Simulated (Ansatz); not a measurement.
Cost and result up the ladder for Al13As13H30, a nanocrystal cut from zinc blende AlAs (hydrogen-capped) (56 atoms). Charge 0, multiplicity 1. Geometry: r2SCAN-D4/def2-SVP.

```xyz
56

Al    1.775   -1.698    1.995
Al    2.659    2.399    2.485
Al    5.299    0.054    0.442
Al    2.104   -1.259   -2.000
Al    2.983    2.831   -1.447
Al   -0.963    0.631    4.204
Al   -1.693   -3.357    3.761
Al   -1.229   -2.885   -0.417
Al   -3.920   -0.538    1.829
Al   -0.476    1.049    0.076
Al   -0.281    1.540   -4.069
Al   -3.562   -0.061   -2.512
Al   -1.002   -2.439   -4.618
As    3.480    0.105    2.199
As    0.080   -1.554    3.813
As    0.930    2.269    4.291
As    0.524   -1.156   -0.084
As    1.322    2.717    0.407
As    3.787    0.515   -1.532
As    0.722   -0.697   -3.993
As    1.571    3.124   -3.495
As   -2.033    1.080    1.999
As   -2.726   -2.664    1.560
As   -2.390   -2.217   -2.515
As   -4.925   -0.045   -0.411
As   -1.701    1.521   -2.022
H     2.455   -3.130    1.956
H     3.690    3.570    2.763
H     5.873   -1.425    0.327
H     6.223    1.336    0.660
H     2.794   -2.678   -2.161
H     4.025    4.016   -1.296
H    -1.942    0.823    5.437
H    -0.992   -4.775    3.585
H    -2.746   -3.040    4.916
H    -0.641   -4.354   -0.530
H    -4.995   -0.384    2.984
H    -1.052    2.009   -5.373
H    -4.439    0.356   -3.765
H    -0.312   -3.872   -4.639
H    -1.860   -1.863   -5.833
H     4.191   -0.165    3.508
H     0.848   -1.796    5.095
H     1.653    2.060    5.601
H     0.393    3.653    4.581
H     0.676    4.082    0.504
H     4.706    0.520   -2.736
H     1.692   -0.672   -5.156
H     2.501    3.189   -4.684
H     1.063    4.546   -3.563
H    -2.643    2.463    2.079
H    -3.848   -3.653    1.324
H    -3.518   -3.214   -2.683
H    -6.082   -0.997   -0.611
H    -5.731    1.232   -0.337
H    -2.316    2.899   -1.899
```

Ansatz on 11 threads of AMD EPYC 7R13 on a shared host and a whole NVIDIA H100 80GB HBM3. Times are rough, and most runs start from the orbitals of an earlier one. PBE0-D4/def2-TZVP serves as the yardstick here, not as an exact answer. Differences are given only for rows in sets of like size (and for xTB, whose basis is part of the method), since another set adds its own error. Binding counts from free atoms at the same level (Al doublet, As quartet, H doublet; other spins of the atoms weren't run), without zero-point energy or a counterpoise term.

Single mean-field runs in def2-SVP, def2-TZVP are fitted with def2-universal-jkfit.

| level | functions | wall time | binding energy per atom (eV) | difference from PBE0-D4/def2-TZVP (eV) |
| --- | --- | --- | --- | --- |
| PBE-D4/def2-SVP | 800 | 6.5 s | 2.86 | – |
| PBE-D4/def2-TZVP | 1285 | 9.5 s | 2.85 | 0.00 |
| PBE0-D4/def2-SVP | 800 | 12 s | 2.86 | – |
| r2SCAN-D4/def2-TZVP (with forces) | 1285 | 13 s | 2.87 | 0.03 |
| PBE0-D4/def2-TZVP | 1285 | 15 s | 2.84 | 0.00 |
